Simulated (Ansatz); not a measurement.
The cluster Zr₂S₅⁻, relaxed as a doublet with UKS PBE-D4/def2-SVPD in Ansatz, starting from the GFN2-xTB geometry. Force threshold 0.02 eV/Å.

In the def2 sets Zr takes a core potential; there is no spin–orbit coupling. Another isomer (doublet) lies 0.61 eV lower at PBE0-D4/def2-TZVPD; other spin states weren't run for this one.

Start:

```xyz
7

Zr    1.613   -0.513    1.892
Zr   -0.268   -0.031   -0.525
S     0.214   -2.304    0.953
S    -1.206    1.473   -2.283
S    -0.252    1.179    1.765
S     2.473    0.105   -0.327
S    -2.574    0.090   -1.474
```

(1) Estimate the energy that the relaxation releases and the steps that it takes.

(2) Does the start keep its bonding and symmetry?

(3) Predict the relaxed structure.

Results:

(1) 14.2 kcal/mol, in 13 steps; 2.3 min on 4 threads of Arm Neoverse N1 on a shared host. No frequencies were taken in this run, so the end may be a saddle point.

(2) By distances, no bond broke or formed. The bond that changes most is Zr2–S3, from 2.75 to 2.55 Å (atoms count from 1).

(3) 
```xyz
7

Zr    1.594   -0.521    1.677
Zr   -0.403    0.053   -0.230
S     0.160   -2.232    0.748
S    -0.844    0.931   -2.509
S    -0.174    1.075    2.093
S     2.243    0.389   -0.397
S    -2.575    0.305   -1.382
```
Bond lengths (bridged metal pairs left out): 8 × S–Zr 2.36 to 2.67 Å; 1 × S–S 2.16 Å.
